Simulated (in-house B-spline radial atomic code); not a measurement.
A fraction x of an electron is removed from 4s in the bromine ion Br⁴⁺, starting from [Ar] 3d10 4s2 4p1 and keeping the highest spin. All numbers are computed (non-relativistic OLYP, spin-polarised, spherical fractional occupations; point nucleus) with an all-electron radial atomic-structure program (B-spline basis), not measured.

| x | E(x) - E(0) (eV) | 4s down level (eV) |
| --- | --- | --- |
| 0 | 0.0000 | -64.839 |
| 0.11 | 7.2067 | -66.192 |
| 0.25 | 16.5949 | -67.929 |
| 0.33 | ? | ? |
| 0.44 | 29.7301 | -70.356 |
| 0.5 | 33.9754 | -71.156 |
| 0.51 | 34.6876 | -71.291 |
| 0.72 | 49.9727 | -74.368 |
| 0.78 | 54.4644 | -75.364 |
| 0.98 | ? | ? |
| 1 | 71.4913 | - |

Problem. What belongs in the row x = 0.33?

Solution. An energy change of 22.0694 eV; 4s down at -68.937 eV.

Problem. What belongs in the row x = 0.98?

Solution. An energy change of 69.9060 eV; 4s down at -79.103 eV.

Problem. Check Janak's theorem between x = 0.11 and 0.25.

Solution. The slope of the energy is 67.06 eV; the orbital levels give 67.06 eV (-ε of the emptying orbital, averaged over the two points).
